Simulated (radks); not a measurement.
Charge is removed step by step from the 5d down level of Hg3+, starting from [Xe] 4f14 5d(up 5, down 4). All-electron calculation, scalar-relativistic Kohn-Sham, r2SCAN, spin-polarised, spherical densities, finite nucleus; meta-GGA in the generalised Kohn-Sham scheme; Fermi nuclear charge, rms radius 5.4648 fm. Program: a radial shooting solver on a logarithmic mesh with Libxc functionals.

removed (e)  E - E(0) (eV)  eigenvalue (eV)  E minus straight line (eV)
0                    0.000          -42.295                       0.000
0.25                11.002          -45.757                      -1.321
0.5                 22.876          -49.273                      -1.770
0.75                35.635          -52.841                      -1.334
1                   49.293          -56.459                       0.000

Removing the whole electron costs 49.293 eV by Delta-SCF, against 42.295 eV from minus the eigenvalue at the starting occupation. Slater's transition state (half an electron removed) gives 49.273 eV. Integrating minus the eigenvalue over the occupation (Janak's theorem) gives 49.308 eV. In this scalar-relativistic scheme the density is built from large components alone, so the theorem holds only approximately. The mean slope of the eigenvalue, de/dn, is 14.2 eV per electron. Ionisation energy of Hg3+ in the NIST Atomic Spectra Database: 48.6 eV (measured).
